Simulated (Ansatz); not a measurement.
Program: Ansatz. Geometries: PBE0-D4/def2-TZVP. ΔE: electronic, gas phase. CCSD(T)/CBS adds triple-zeta CCSD(T) − MP2 to the extrapolated MP2 energy (def2 sets, frozen cores). This one scheme is used for every species. Functionals use def2-TZVPP. B3LYP here is the variant with VWN-RPA as its local correlation; programs differ in this. def2 core potentials past Kr. For I outer-core shells are correlated without core-valence functions, which leaves a few kJ/mol of doubt a bond. Each species was taken in one conformer, which may not be the lowest.

`O[SiH](I)[SiH2]F` + H₂O → `O[SiH2]F` + `O[SiH2]I`  (formal hydrolysis of the Si–Si bond)

```json
{"level": "PBE-D4", "ΔE (kcal/mol)": "-24.1", "difference from CCSD(T)/CBS": "4.9"}
{"level": "r2SCAN-D4", "ΔE (kcal/mol)": "-29.2", "difference from CCSD(T)/CBS": "-0.2"}
{"level": "PBE0-D4", "ΔE (kcal/mol)": "-25.8", "difference from CCSD(T)/CBS": "3.2"}
{"level": "B3LYP-D4", "ΔE (kcal/mol)": "-28.5", "difference from CCSD(T)/CBS": "0.5"}
{"level": "ωB97X-V", "ΔE (kcal/mol)": "-29.3", "difference from CCSD(T)/CBS": "-0.3"}
{"level": "ωB97M-V", "ΔE (kcal/mol)": "-30.8", "difference from CCSD(T)/CBS": "-1.8"}
{"level": "B2PLYP", "ΔE (kcal/mol)": "-31.5", "difference from CCSD(T)/CBS": "-2.5"}
{"level": "PBE", "ΔE (kcal/mol)": "-25.5", "difference from CCSD(T)/CBS": "3.5"}
{"level": "r2SCAN", "ΔE (kcal/mol)": "-29.6", "difference from CCSD(T)/CBS": "-0.6"}
{"level": "PBE0", "ΔE (kcal/mol)": "-27.1", "difference from CCSD(T)/CBS": "1.9"}
{"level": "B3LYP", "ΔE (kcal/mol)": "-30.9", "difference from CCSD(T)/CBS": "-1.9"}
{"level": "HF/def2-TZVPP", "ΔE (kcal/mol)": "-35.8", "difference from CCSD(T)/CBS": "-6.8"}
{"level": "MP2/def2-TZVPP", "ΔE (kcal/mol)": "-31.6", "difference from CCSD(T)/CBS": "-2.6"}
{"level": "SCS-MP2/def2-TZVPP", "ΔE (kcal/mol)": "-32.4", "difference from CCSD(T)/CBS": "-3.4"}
{"level": "CCSD/def2-TZVPP", "ΔE (kcal/mol)": "-30.9", "difference from CCSD(T)/CBS": "-1.9"}
{"level": "CCSD(T)/def2-TZVPP", "ΔE (kcal/mol)": "-30.1", "difference from CCSD(T)/CBS": "-1.1"}
{"level": "HF/def2-QZVPP", "ΔE (kcal/mol)": "-36.0", "difference from CCSD(T)/CBS": "-7.0"}
{"level": "MP2/def2-QZVPP", "ΔE (kcal/mol)": "-31.0", "difference from CCSD(T)/CBS": "-2.0"}
{"level": "SCS-MP2/def2-QZVPP", "ΔE (kcal/mol)": "-31.9", "difference from CCSD(T)/CBS": "-2.9"}
{"level": "HF/CBS(def2)", "ΔE (kcal/mol)": "-36.1", "difference from CCSD(T)/CBS": "-7.1"}
{"level": "MP2/CBS(def2)", "ΔE (kcal/mol)": "-30.5", "difference from CCSD(T)/CBS": "-1.5"}
{"level": "CCSD/CBS(def2)", "ΔE (kcal/mol)": "-29.8", "difference from CCSD(T)/CBS": "-0.8"}
{"level": "CCSD(T)/CBS", "ΔE (kcal/mol)": "-29.0", "difference from CCSD(T)/CBS": "0"}
```

Largest T1 diagnostic among the species: 0.011.

The D4 term adds +2.3 kcal/mol with B3LYP and +1.4 kcal/mol with PBE0; it sums over pairs of atoms, weighted by their polarisabilities, and B3LYP, whose exchange is more repulsive, gets the larger term. In def2-TZVPP, CCSD(T) changes the Hartree–Fock value by +5.7 kcal/mol (the triples alone add +0.8 kcal/mol) and MP2 by +4.2 kcal/mol.
